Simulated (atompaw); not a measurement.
**PBEsol PAW (atompaw) dataset for potassium, scalar-relativistic all-electron reference.**

| Property | Result |
| --- | --- |
| Element | K (Z = 19) |
| Generator | atompaw 4.2.0.5 |
| Type | PAW |
| Functional | PBEsol |
| Relativity | scalar-relativistic |
| Frozen core | [Ne] |
| Valence charge | 9 |
| Reference configuration | 3s2 3p6 3d1 4s0 4p0 |
| Partial waves | 3s (bound): rc 1.40 bohr; 4s (bound, empty): rc 2.35 bohr; 3p (bound): rc 2.10 bohr; 4p (bound, empty): rc 3.00 bohr; 3d (bound): rc 3.00 bohr; 3d channel at 0.9 Ry: rc 3.00 bohr |
| Local potential | bessel scheme, radius 2.60 bohr |
| Core correction | smooth core density matched at 1.75 bohr |
| Augmentation charge | sinc compensation charge, radius 2.40 bohr; PAW radius 3.00 bohr; waves and projectors: custom rrkj vanderbiltortho |

All-electron outer shells of the reference configuration (PBEsol, scalar-relativistic, ld1.x):

| shell | level (eV) | outermost node (bohr) | outermost maximum (bohr) |
| --- | --- | --- | --- |
| 2s | -354.46 | 0.11 | 0.32 |
| 2p | -281.51 | – | 0.26 |
| 3s | -36.83 | 0.48 | 1.08 |
| 3p | -20.37 | 0.45 | 1.15 |
| 4s | -3.01 | 1.58 | 3.83 |
| 4p | -1.47 | 1.86 | 6.16 |
| 3d | -0.63 | – | 7.91 |

Calculated quality:

* Cutoffs needed: 18 Ry and 35 Ry (the cutoffs (Ry, on a coarse ladder) from which the occupation-weighted sum of valence levels, in a spherical-Bessel basis at the reference potential, stays within 10 and 1 mRy of its value at 400 Ry)
* Ghost test: no extra level below or beside the all-electron valence levels (s, p, d, f tested) (spherical-Bessel basis up to 400 Ry, 20 bohr box)
* Lowest eigenvalue of the overlap operator: 0.03 (p channel)
* Overlap eigenvalues printed by atompaw (projector basis): 0.0467, 0.0946, 0.116, 23.9, 64.7, 66.7
* Share of each valence orbital outside the PAW sphere: 3s 0 %, 4s 85 %, 3p 2 %, 4p 97 %, 3d 89 %

Generation and tests took about 50 s on one core of a shared server CPU.
